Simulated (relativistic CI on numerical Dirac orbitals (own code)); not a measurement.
## Hyperfine structure of Nd XXVI, mass number 143

Computed by Dirac-Coulomb-Breit CI, separate exchange-only KLI orbitals for each configuration, QED by a radiative potential, unscaled Slater integrals (own radial code, finite nucleus).

Configurations in the expansion (outside the closed core [Ar] 3d10): 4s2 4p5, 4s 4p6, 4s2 4p4 4d, 4s 4p5 4d, 4s2 4p4 4f, 4s 4p5 4f, 4p6 4d, 4s 4p4 4d2, 4s2 4p3 4d 4f, 4p6 4f, 4s2 4p4 5s, 4p5 4d2, 4p4 4d3, 4p4 4d2 4f, 4p4 4d2 5s. Double excitations out of closed p, d and f shells are left out; levels of such configurations are missing from the list, as are those of other unlisted configurations, and high levels can miss mixing partners.

Nuclear spin I = 7/2, μ = -1.065 μN, Q = -0.61 b (tables of Stone and Pyykkö). The electronic factors are computed for point nuclear moments, without core polarisation or the Bohr-Weisskopf and QED corrections.

```csv
Level,E (cm⁻¹),A (GHz),B (GHz)
4s2 4p5 2P°_3/2,0,-7.036,27.1
4s2 4p5 2P°_1/2,233354,-48.69,
4s 4p6 2S_1/2,722045,-118.8,
4s2 4p4 4d 4D_5/2,805401,-5.023,2.28
4s2 4p4 4d 2F_7/2,855156,-3.927,0.407
4s2 4p4 4d 4F_9/2,862576,-3.817,-11.6
4s2 4p4 4d 2D_3/2,873793,-3.262,-11.2
4s2 4p4 4d 4P_1/2,914583,-17.78,
```

Levels with J = 0, under 50 % of one LS term, or S terms without an open s electron are left out. Small factors come from cancelling terms and can be off by tens of per cent or more.

At this charge energies of transitions that change n are usually good to better than 1 %, and those within a shell (Δn = 0) to a few per cent.

Q: Give the hyperfine levels of 4s2 4p5 2P°_1/2 relative to its centre of gravity.

A: With K = F(F + 1) − I(I + 1) − J(J + 1), E = AK/2: F = 3: 109.6, F = 4: -85.21 GHz.

LS names give the leading component of a level, which can be under half, so a name can repeat, a term be missing and a line seem to break the LS rules.
